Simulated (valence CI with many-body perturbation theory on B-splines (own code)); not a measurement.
## Ti IX: electric-dipole lines

Calculated by configuration interaction combined with many-body perturbation theory (CI+MBPT): four valence electrons over a frozen Dirac-Fock core [Ne], radial functions for each j: 11 s, 11 p, 9 d, 7 f, 5 g, 2 h, 1 i, with the one-electron correlation potential Σ1 (screened to all orders), the two-electron term Σ2, the three-electron term Σ3, Breit, model QED; selected single and double excitations, second order for the rest, scaled by the run's own slope (own B-spline code, finite nucleus).

No measured levels were compared; by estimate levels of excited configurations hold to 0.05 to 0.15 % of their energy, terms of the ground configuration to about 0.5 %.

Lines 201 to 225 of 225 in falling wavelength, among levels below 590010 cm⁻¹, chosen from the strongest by gf and those to the six lowest levels. Wavelengths and rates use the calculated energies, so an error of 100 cm⁻¹ moves a line at 26.94 nm by 0.027 % and its rate by three times that or more. Electric multipoles are in the length gauge, E1 and E2 with the static RPA response of the core. Weak lines are less certain than strong ones. Lines between different terms over intervals too small for the method are left out, as are lines whose strength nearly cancels. The highest levels of a list are the least certain.

Names give the largest LS component (configuration and term), which can be under half, so a name can repeat, a term be missing and a line seem to break the LS rules; names also repeat where a configuration has a term twice. Letters in brackets count levels of one name in rising energy.

```
λ vac (nm)               Upper         Lower   A (s⁻¹)  S (a.u.) with core polarisation  S without
     26.94  3s.3p2.3d 3D_3 [b]  3s.3p3 3D°_3  1.53e+09                         1.03e-01   1.07e-01
     26.92  3s.3p2.3d 3P_2 [a]  3s.3p3 5S°_2  1.83e+08                         8.82e-03   9.14e-03
     26.89  3s.3p2.3d 3D_3 [b]  3s.3p3 3D°_2  3.48e+09                         2.34e-01   2.41e-01
     26.79     3s2.3p.3d 1F°_3  3s2.3p2 1D_2  5.08e+10                         3.38e+00   3.49e+00
     26.66  3s.3p2.3d 3P_1 [a]  3s.3p3 5S°_2  9.13e+07                         2.56e-03   2.65e-03
     26.08     3s2.3p.3d 1P°_1  3s2.3p2 1D_2  5.82e+07                         1.53e-03   1.67e-03
     25.63      3s.3p2.3d 3G_3  3s.3p3 5S°_2  7.49e+03                         4.36e-07   4.50e-07
     25.34     3s2.3p.3d 1F°_3  3s2.3p2 3P_2  7.23e+08                         4.07e-02   4.20e-02
     25.02  3s.3p2.3d 3D_1 [a]  3s.3p3 5S°_2  3.73e+06                         8.65e-05   8.95e-05
     25.00  3s.3p2.3d 3D_2 [a]  3s.3p3 5S°_2  2.94e+07                         1.13e-03   1.17e-03
     24.98  3s.3p2.3d 3D_3 [a]  3s.3p3 5S°_2  1.03e+08                         5.56e-03   5.75e-03
     24.70     3s2.3p.3d 1P°_1  3s2.3p2 3P_2  2.17e+05                         4.84e-06   4.40e-06
     24.54      3s.3p2.3d 1F_3  3s.3p3 5S°_2  1.46e+06                         7.42e-05   7.67e-05
     24.45     3s2.3p.3d 1P°_1  3s2.3p2 3P_1  3.37e+07                         7.29e-04   7.54e-04
     24.27     3s2.3p.3d 1P°_1  3s2.3p2 3P_0  1.14e+08                         2.40e-03   2.49e-03
     23.80  3s.3p2.3d 3F_2 [b]  3s.3p3 5S°_2  3.81e+05                         1.27e-05   1.31e-05
     23.68  3s.3p2.3d 3F_3 [b]  3s.3p3 5S°_2  3.07e+06                         1.41e-04   1.46e-04
     23.57  3s.3p2.3d 3D_1 [b]  3s.3p3 5S°_2  5.28e+05                         1.02e-05   1.06e-05
     23.52  3s.3p2.3d 3D_2 [b]  3s.3p3 5S°_2  4.23e+06                         1.36e-04   1.41e-04
     23.42  3s.3p2.3d 3D_3 [b]  3s.3p3 5S°_2  1.95e+07                         8.64e-04   8.95e-04
     23.41      3s.3p2.3d 1P_1  3s.3p3 5S°_2  1.28e+04                         2.44e-07   2.53e-07
     23.21  3s.3p2.3d 3P_1 [b]  3s.3p3 5S°_2  5.90e+06                         1.09e-04   1.13e-04
     23.13  3s.3p2.3d 3P_2 [b]  3s.3p3 5S°_2  1.35e+07                         4.11e-04   4.26e-04
     22.67      3s.3p2.3d 3S_1  3s.3p3 5S°_2  8.52e+05                         1.47e-05   1.52e-05
     22.48  3s.3p2.3d 3D_1 [c]  3s.3p3 5S°_2  9.01e+04                         1.52e-06   1.57e-06
```
